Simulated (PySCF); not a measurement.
C₂H₈AlNO, SMILES C[NH][Al]([CH3])[OH].

Geometry optimised at B3LYP-D3(BJ)/def2-SVP. The structure was generated by enumeration; whether it is a known compound was not checked. The values are those of a single conformer.

Method: PySCF with C-PCM-M06-2X/def2-SVP.

The values are the electrostatic part of the solvation free energy, E(continuum) − E(gas) at the gas-phase geometry, in a cavity of scaled van der Waals radii (PySCF's table); cavitation and dispersion terms are not included. A continuum can't describe solvent molecules that bind to the metal. In vacuum the orbital gap is 8.93 eV. The dipole moment in vacuum is 1.77 D.

Computed values in water (ε = 78.36), acetone (ε = 20.49), 1-octanol (ε = 9.86):
| solvent | ε | ΔG(elec) (kcal/mol) | dipole (D) | gap (eV) |
|---|---|---|---|---|
| water | 78.36 | -5.9 | 2.13 | 8.92 |
| acetone | 20.49 | -5.7 | 2.11 | 8.92 |
| 1-octanol | 9.86 | -5.3 | 2.09 | 8.93 |
